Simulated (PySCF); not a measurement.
An excited-state job on `CO[C@@]1(C#N)C=CC1`.

Computed with TDDFT wB97X-D/def2-SVPD, vertical, gas phase, core orbitals frozen in the response (PySCF 2.14.0, density-fitted response routines). Geometry: GFN2-xTB. The command runs a driver script over a list of jobs; the input below is this job's line of settings and its coordinates in Å.

Command:
```bash
OMP_NUM_THREADS=1 python probes_run.py task.json out
```

Input:
```
{"job": {"kind": "uv", "xc": "wB97X-D", "basis": "def2-SVPD", "nstates": 8, "ntriplets": 3}, "charge": 0, "multiplicity": 1}
C     -1.827145     0.512025    -1.092119
O     -0.417299     0.528788    -1.130208
C      0.200193     0.242411     0.099238
C     -0.100815     1.218171     1.128085
N     -0.350191     1.969327     1.953911
C      0.120603    -1.185100     0.640347
C      1.429483    -1.385040     0.534403
C      1.731201    -0.034238    -0.050505
H     -2.152704     0.745062    -2.103836
H     -2.220369     1.263215    -0.397925
H     -2.207047    -0.474663    -0.806217
H     -0.713647    -1.763379     0.989480
H      2.079786    -2.205080     0.776416
H      2.038494    -0.037595    -1.093564
H      2.385043     0.614086     0.530582
```

Question: What does the run print?

Answer: 
```
coarse grid: 13008 points
cycle   1  E = -362.1725559380  dE =  1.514e+00  |g| = 7.257e-01  |ddm| = 6.918e+00
cycle   2  E = -362.0799539807  dE =  9.260e-02  |g| = 1.035e+00  |ddm| = 3.638e+00
cycle   3  E = -362.2885439813  dE = -2.086e-01  |g| = 9.897e-02  |ddm| = 2.381e+00
cycle   4  E = -362.2899923705  dE = -1.448e-03  |g| = 6.441e-02  |ddm| = 2.777e-01
cycle   5  E = -362.2908122857  dE = -8.199e-04  |g| = 1.227e-02  |ddm| = 1.199e-01
cycle   6  E = -362.2908454162  dE = -3.313e-05  |g| = 3.128e-03  |ddm| = 3.529e-02
cycle   7  E = -362.2908482211  dE = -2.805e-06  |g| = 6.568e-04  |ddm| = 1.272e-02
final grid: 127056 points
cycle   8  E = -362.3519860639  dE = -1.299e-04  |g| = 5.010e-03  |ddm| = 2.293e-01
cycle   9  E = -362.3519833605  dE =  2.703e-06  |g| = 6.627e-03  |ddm| = 2.773e-02
cycle  10  E = -362.3519922999  dE = -8.939e-06  |g| = 9.729e-04  |ddm| = 1.158e-02
cycle  11  E = -362.3519925198  dE = -2.199e-07  |g| = 3.716e-04  |ddm| = 3.339e-03
cycle  12  E = -362.3519925588  dE = -3.904e-08  |g| = 5.024e-05  |ddm| = 1.169e-03
cycle  13  E = -362.3519925603  dE = -1.468e-09  |g| = 3.124e-05  |ddm| = 2.914e-04
cycle  14  E = -362.3519925606  dE = -2.850e-10  |g| = 9.025e-06  |ddm| = 1.266e-04
converged SCF energy = -362.3519925606

Static polarisability (au): isotropic 73.884, principal 64.533 72.401 84.718

Singlet excitations
state   eV       nm        f      main configurations
  1   6.5234    190.1   0.00280   H-1->L 0.61, H->L 0.32
  2   6.9358    178.8   0.15041   H->L 0.60, H-1->L 0.26
  3   7.3076    169.7   0.02427   H-2->L 0.62
  4   7.6386    162.3   0.01725   H->L+1 0.29, H-1->L+1 0.18, H-2->L 0.09
  5   7.6909    161.2   0.00725   H->L+1 0.31, H-1->L+1 0.26, H-1->L+2 0.09
  6   7.9023    156.9   0.02281   H-3->L 0.42
  7   7.9955    155.1   0.02583   H->L+2 0.43, H->L+1 0.17, H->L+4 0.11
  8   8.1404    152.3   0.00606   H-2->L+1 0.17, H-1->L+1 0.14, H-2->L+3 0.09

Triplet excitations (Tamm-Dancoff, eV): 4.4456 6.2450 6.4275
```

The SCF starts on a coarse grid where the log names one; the energy can jump when the final grid takes over, and dE then counts from the start density on the new grid. H and L stand for HOMO and LUMO; the number after each pair is its weight.

Question: Give S1 in cm⁻¹ and kJ/mol.

Answer: 6.5234 eV × 8065.54 = 52615 cm⁻¹; × 96.485 = 629.4 kJ/mol.

Question: Give the mean polarisability as a volume in Å³, and the ratio of the largest to the smallest principal value.

Answer: 73.884 au × 0.148185 = 10.95 Å³; 84.718/64.533 = 1.31.

Main results: HOMO -9.95 eV, LUMO 1.12 eV; lowest singlet 6.52 eV; lowest triplet 4.45 eV (Tamm–Dancoff); mean polarisability 73.9 au.

On one thread, Arm Neoverse N1 (aarch64) (shared host), this took 87 s of wall time and 0.92 GiB of memory at its peak.

One conformer stands for the species.
Labels such as C1 count atoms from 1, the log's own numbers from 0.

Note: wB97X-D ran without an empirical dispersion term, which enters the total energy and its gradient alone.
